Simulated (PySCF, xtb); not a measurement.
H2S2Se, SMILES S[Se]S. One conformer was computed; it need not be the lowest.

Harmonic wavenumbers (cm⁻¹) from xtb with GFN2-xTB at its own minimum, in rising order: 150, 256, 259, 345, 394, 741, 743, 2363, 2369.

Problem. What does PySCF with ωB97X-D3(BJ)/def2-TZVP give at its own minimum? (The exact figures need the calculation; the answer reports its results.)

Solution. 170, 304, 324, 418, 436, 855, 868, 2736, 2737. Paired by order, the mean absolute difference is 136 cm⁻¹ and the zero-point energies are 10.9 and 12.6 kcal/mol.
